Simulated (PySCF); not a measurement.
Gas-phase reaction: SiHBr3 + SiH3Br → 2 SiBr2 + 2 H2

Energies from PySCF, thermal terms from the rigid-rotor harmonic-oscillator model, ideal gas at 1 bar. 'Table' is the NASA 1993 thermochemical table (part measured, part estimated). † marks an energy on the PBE0/def2-TZVP geometry and frequencies. MP2 freezes the core. All species are closed-shell singlets. Br: all electrons, no relativistic terms. MP2 isn't extrapolated to the basis-set limit; its ΔH°(298 K) is 308.1 kJ in def2-SVP and 311.8 kJ in def2-TZVPP. The harmonic model lacks anharmonicity and excited electronic states, which grow with temperature; levels with a mode under 35 cm⁻¹ are left out. Soft modes under 120 cm⁻¹ make the harmonic entropy rough for SiHBr3. The table's entry may be an old estimate for SiHBr3, SiH3Br, SiBr2 (not checked at source).

| level | ΔH°(298 K), kJ | minus table | ΔG°(600 K), kJ |
|---|---|---|---|
| table | 276.6 | - | 117.2 |
| BLYP/def2-TZVP† | 204.9 | -71.7 | 46.9 |
| HF/def2-TZVP† | 326.6 | 50.0 | 168.7 |
| MP2/def2-SVP† | 308.1 | 31.5 | 150.2 |
| PBE/def2-TZVP† | 247.9 | -28.7 | 90.0 |
| PBE0/def2-SVP† | 299.2 | 22.6 | 141.3 |
| r2SCAN/def2-TZVP† | 298.2 | 21.6 | 140.3 |
| LDA/def2-TZVP† | 304.3 | 27.7 | 146.4 |
| ωB97X-V/def2-TZVP† | 324.0 | 47.4 | 166.1 |
